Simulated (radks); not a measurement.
The nuclear charge of the germanium ion Ge+ is varied continuously with 31 electrons held in [Ar] 3d10 4s2 4p1. Method: Dirac Kohn-Sham, PBE, spin-unpolarised, spherical densities, finite nucleus; open shells fill j = l - 1/2 first; Fermi nuclear charge, rms radius 4.0742 fm; computed with a radial shooting solver on a logarithmic mesh with Libxc functionals. By the Hellmann-Feynman theorem dE/dZ = E(electron-nucleus)/Z, the electronic potential at the nucleus (averaged over a nucleus of fixed radius).

Z     E (hartree)  E(electron-nucleus)/Z (hartree)   HOMO  e(HOMO) (eV)  <r> HOMO (bohr)
31.5  -2020.50038                         -154.643  4p1/2        -6.595            2.853
31.6  -2035.99793                         -155.308  4p1/2        -7.490            2.778
31.7  -2051.56191                         -155.972  4p1/2        -8.416            2.709
31.8  -2067.19227                         -156.636  4p1/2        -9.371            2.645
31.9  -2082.88901                         -157.299  4p1/2       -10.355            2.586
32    -2098.65208                         -157.962  4p1/2       -11.366            2.531
32.1  -2114.48147                         -158.625  4p1/2       -12.404            2.480
32.2  -2130.37717                         -159.288  4p1/2       -13.469            2.432
32.3  -2146.33914                         -159.951  4p1/2       -14.560            2.386
32.4  -2162.36739                         -160.614  4p1/2       -15.677            2.343
32.5  -2178.46190                         -161.276  4p1/2       -16.818            2.303
32.6  -2194.62265                         -161.939  4p1/2       -17.985            2.264
32.7  -2210.84964                         -162.601  4p1/2       -19.175            2.228
32.8  -2227.14287                         -163.263  4p1/2       -20.390            2.193
32.9  -2243.50232                         -163.926  4p1/2       -21.629            2.159
33    -2259.92800                         -164.588  4p1/2       -22.891            2.127

The central difference of E at Z = 32 is -157.962 hartree, to compare with the third column; the second derivative is -6.63 hartree.
